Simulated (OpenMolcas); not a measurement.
Ti3+ (d1) in a complex was computed by CASSCF with the d shell active (OpenMolcas, ANO-RCC-VDZP on the metal). Its lowest spin-free states, and all those of the highest spin:

```csv
2S+1,Degeneracy,E (cm-1)
2,1,0.0
2,2,305.4
2,2,28383
```

**Question.** Is the site octahedral, tetrahedral or cube-like, axial, or of lower symmetry?

**Answer.** The states with 2S+1 = 2 have orbital degeneracies 1, 2, 2. There are pairs but no triples, so the site is axial: not cubic, but with a proper or improper axis of order three or more. The run had Ti3+ with 6 ligands (ammonia) in octahedral coordination (S6) at 2.02 Å. Ligand basis ANO-RCC-VDZP.

The least metal-like active orbital is 82 % on the metal (Löwdin) and no ligand orbital is active, so the numbers are rough. Ligand-to-metal charge-transfer states are missing. With metal d orbitals alone the field can be off either way by tens of per cent. The distance lies 3 % under the 2.09 Å that this model takes as the normal distance (a Shannon-type radius plus a fixed donor radius); by an R⁻⁵ law this alone changes a d-shell field by about +19 %. No measured value stands beside these numbers; the geometry was imposed, not optimised, and the real ion may take another.
